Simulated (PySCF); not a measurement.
Species: C4H2F4.
SMILES with atom numbers: `[F:1]/[CH:2]=[CH:3]\[C:4]([F:5])=[C:6]([F:7])[F:8]` (hydrogens: H9 on C2; H10 on C3)

The calculation used PBE0-D3(BJ)/def2-SVP geometry optimisation, gas phase (PySCF).

Q: What internal coordinates does the optimisation give?

A: 
| bond | length (pm) |
| --- | --- |
| F1–C2 | 132.2 |
| C2=C3 | 133.8 |
| C3–C4 | 144.4 |
| C4–F5 | 133.2 |
| C4=C6 | 134.2 |
| C6–F7 | 131.1 |
| C6–F8 | 130.5 |
| C2–H9 | 109.3 |
| C3–H10 | 109.1 |

A selection of angles:
| angle | degrees |
| --- | --- |
| F1–C2–C3 | 124.1 |
| C2–C3–C4 | 127.0 |
| C3–C4–F5 | 118.9 |
| C3–C4–C6 | 123.6 |
| F5–C4–C6 | 117.5 |
| C4–C6–F7 | 123.3 |
| C4–C6–F8 | 124.2 |
| F7–C6–F8 | 112.5 |

Torsions: F1–C2–C3–C4 0° (synperiplanar); C2–C3–C4–F5 3° (synperiplanar); C3–C4–C6–F7 0° (synperiplanar). The mirror-image conformer, all signs reversed, is as good.

Of the pairs four or more bonds apart, F1···F5 is among the closest relative to their van der Waals radii: 2.72 Å, 93 % of the sum of Bondi's values. The C–F distances run from 1.305 Å (C6–F8, drawn single) to 1.332 Å (C4–F5, drawn single), a spread of 0.027 Å. The 3 C–C bonds span 1.338 Å (C2=C3, drawn double) to 1.444 Å (C3–C4, drawn single), a spread of 0.106 Å.

Point group: near Cs, missed by 0.12 Å at most; the miss may be what the optimiser left on a soft mode. PBE0-D3(BJ)/def2-SVP frequencies: not computed here. The numbers are those of one conformer.
